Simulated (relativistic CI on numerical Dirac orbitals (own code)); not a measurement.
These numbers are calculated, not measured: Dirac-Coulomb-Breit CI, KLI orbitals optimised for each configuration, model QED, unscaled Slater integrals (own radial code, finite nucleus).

The strongest absorption lines from the ground level of an ion, among the configurations computed and to levels below about 211 eV (vacuum wavelength in nm, gf): 6.6719 (0.079), 6.8013 (0.052), 6.8166 (0.058), 6.8524 (0.052), 7.1513 (0.45), 7.1891 (0.15), 7.3109 (0.27), 7.5159 (0.17).

Task: Which ion is it?
A. Re³³⁺
B. Hf²⁸⁺
C. Hf³⁰⁺
D. Hf³²⁺

Result: C. Hf³⁰⁺ has 42 electrons and the ground level 4s2 4p6 4d6 5D_4; the strongest line goes to 4s2 4p5 4d7 5P°_3. The pattern of lines fixes the number of electrons, and along that sequence the line energies rise steadily with the charge (about as its square where n changes within one kind of shell, about linearly where n is kept but much faster in heavy ions where fine structure, which grows about as Z⁴, sets the gap, and irregularly where shells cross), which fixes Z. Configurations outside the model, such as inner-shell arrays, can give stronger lines. At this charge energies of transitions that change n are usually good to better than 1 %, and those within a shell (Δn = 0) to a few per cent. Terms inside the open d or f shell come out 10 to 20 % too wide with unscaled integrals.

LS names give the leading component of a level, which can be under half, so a name can repeat, a term be missing and a line seem to break the LS rules.
